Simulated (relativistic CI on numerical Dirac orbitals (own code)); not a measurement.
# What each ingredient does to the levels of Tb37+

Base calculation: Dirac-Coulomb-Breit CI, orbitals from a KLI potential per configuration, QED by a radiative potential, unscaled Slater integrals.

Configurations in the expansion (outside the closed core [Ne]): 3s2 3p6 3d10, 3s2 3p6 3d9 4s, 3s2 3p6 3d9 4p, 3s2 3p6 3d9 4d, 3s2 3p5 3d10 4s, 3s2 3p6 3d9 4f, 3s2 3p5 3d10 4p, 3s2 3p6 3d8 4s2, 3s2 3p6 3d8 4s 4p, 3s2 3p5 3d10 4d, 3s 3p6 3d10 4s, 3s2 3p6 3d9 5s, 3s2 3p6 3d8 4p2, 3s2 3p6 3d8 4s 4d, 3s2 3p6 3d9 5p, 3s2 3p5 3d10 4f. Levels of other configurations are missing.

The lowest level and the first level of each name with at least 55 % of one term (blank where a level has no safe partner in the second run):

```tsv
Level	Base (eV)	Shift (eV)
3s2 3p6 3d10 1S_0	0.00	0.00
3s2 3p6 3d9 4s 3D_3	1077.80	+0.11
3s2 3p6 3d9 4s 1D_2	1079.32	-0.04
3s2 3p6 3d9 4s 3D_1	1112.82	+0.10
3s2 3p6 3d9 4s 3D_2	1113.86	-0.02
3s2 3p6 3d9 4p 3F°_2	1188.80	+0.15
3s2 3p6 3d9 4p 3F°_4	1205.29	+0.21
3s2 3p6 3d9 4p 1P°_1	1207.94	-0.02
3s2 3p6 3d9 4p 3D°_3	1209.56	-0.23
3s2 3p6 3d9 4p 3P°_0	1237.49	+0.52
3s2 3p6 3d9 4d 1P_1	1334.04	+0.40
3s2 3p6 3d9 4d 3G_5	1335.19	+0.29
3s2 3p6 3d9 4d 3D_3	1338.40	-0.01
3s2 3p6 3d9 4d 3F_4	1339.96	-0.18
```

At this charge energies of transitions that change n are usually good to better than 1 %, and those within a shell (Δn = 0) to a few per cent.

Problem. One thing was changed in a second run, which moved the levels as shown. Which?
A. QED terms removed
B. configuration mixing switched off
C. Breit term removed
D. valence Slater integrals scaled by 0.9

Solution. D. Valence Slater integrals scaled by 0.9. Scaling acts on the splittings between terms and on the mixing, and leaves the fine structure of pure LS terms nearly alone; in jj coupling it moves the levels of one term differently.

LS names give the leading component of a level, which can be under half, so a name can repeat, a term be missing and a line seem to break the LS rules.
